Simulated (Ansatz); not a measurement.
`C#CC([SiH3])[SiH3]` + H₂Te → `[SiH3]C([SiH3])[TeH]` + `C#C`  (substitution at a C–C bond)

Calculated with Ansatz (gas phase, PBE0-D4/def2-TZVP geometries, no zero-point term in ΔE). CCSD(T)/CBS is the MP2 limit (def2-TZVPP, def2-QZVPP) plus CCSD(T) − MP2 in def2-TZVPP, frozen cores. This one scheme is used for every species. def2 core potentials past Kr. For Te outer-core shells are correlated without core-valence functions, which leaves a few kJ/mol of doubt a bond.

| species | CCSD(T)/CBS(def2) energy (Eh) |
| --- | --- |
| `C#CC([SiH3])[SiH3]` | -697.05623 |
| H₂Te | -268.91024 |
| `[SiH3]C([SiH3])[TeH]` | -888.73967 |
| `C#C` | -77.22717 |

**Question.** Work out ΔE.

**Answer.** ΔE = (-888.73967) + (-77.22717) − (-697.05623) − (-268.91024) = -0.00037 Eh = -1.0 kJ/mol.

Largest T1 diagnostic among the species: 0.013.

The D4 term adds −7.7 kJ/mol with B3LYP and −3.7 kJ/mol with PBE0; it sums over pairs of atoms, weighted by their polarisabilities, and B3LYP, whose exchange is more repulsive, gets the larger term. In def2-TZVPP, CCSD(T) changes the Hartree–Fock value by −18.4 kJ/mol (the triples alone add −3.4 kJ/mol) and MP2 by −21.9 kJ/mol.

B3LYP here is the variant with VWN-RPA as its local correlation; programs differ in this.
